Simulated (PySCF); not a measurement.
A database entry of computed molecular properties. Lists by class give the value and the number of equivalent atoms.

```json
{
 "name": "(H2Al-mu-NH2)2",
 "formula": "Al2H8N2",
 "charge": 0,
 "multiplicity": 1,
 "geometry_level": "PBE0-D3(BJ)/def2-SVP",
 "atoms_angstrom": [
  ["Al", -0.338, -0.908, 1.05],
  ["H", -1.751, -1.643, 0.956],
  ["H", 0.695, -1.131, 2.243],
  ["N", -0.569, 1.016, 0.695],
  ["Al", 0.359, 0.893, -1.039],
  ["H", 1.77, 1.631, -0.951],
  ["H", -0.68, 1.109, -2.23],
  ["N", 0.591, -1.03, -0.683],
  ["H", -0.121, 1.637, 1.37],
  ["H", -1.542, 1.319, 0.632],
  ["H", 0.137, -1.642, -1.363],
  ["H", 1.564, -1.333, -0.628]
 ],
 "electronic_structure_code": "PySCF",
 "results": {
  "PBE0-D3(BJ)/def2-SVP geometry optimisation, gas phase": {
   "point_group": "D2h",
   "rotational_constants_GHz": [6.443, 3.638, 2.578]
  },
  "PBE0/def2-SVPD ground state and vertical TDDFT (core frozen in the response)": {
   "dipole_D": 0.0,
   "homo_eV": -7.96,
   "lumo_eV": -0.21,
   "S1_eV": 6.57,
   "strongest_line_of_15_singlets_eV": 8.27,
   "T1_tda_eV": 6.2,
   "polarisability_au": 72.8,
   "r2_bohr2_about_centre_of_nuclear_charge": 538.0,
   "singlets_eV_and_f": [
    [6.57, 0.0],
    [6.61, 0.0],
    [6.65, 0.0],
    [6.77, 0.0],
    [6.79, 0.086],
    [6.98, 0.039],
    [7.78, 0.0],
    [7.85, 0.001],
    [7.98, 0.018],
    [8.0, 0.0],
    [8.04, 0.0],
    [8.12, 0.002],
    [8.14, 0.001],
    [8.15, 0.11],
    [8.27, 0.126]
   ],
   "triplets_tda_eV": [6.2, 6.21, 6.38, 6.49]
  },
  "B3LYP/pcSseg-1 (pcSseg-2 on Al) ground state and GIAO shieldings, non-relativistic": {
   "shift_vs_computed_TMS_H_by_class_ppm": [
    [4.3, 4],
    [0.93, 4]
   ],
   "shielding_other_nuclei_by_class_ppm": [
    ["N", 230.5, 2],
    ["Al", 413.1, 2]
   ]
  },
  "delta-SCF UKS SCAN, pcX-2 on the ionised atom, pcseg-1 elsewhere, spin-free X2C": {
   "core_binding_eV": [
    ["N1s", 405.42, 2],
    ["Al1s", 1566.3, 2]
   ]
  }
 }
}
```

In wavenumbers S1 is 53000 cm⁻¹ (1 eV = 8065.54 cm⁻¹). The rotational constants make it an asymmetric top with κ = (2B − A − C)/(A − C) = -0.45, nearer the prolate limit (−1). The vertical singlet–triplet gap S1 − T1 is 0.37 eV (TDDFT singlet less Tamm–Dancoff triplet).

One conformer stands for the species.
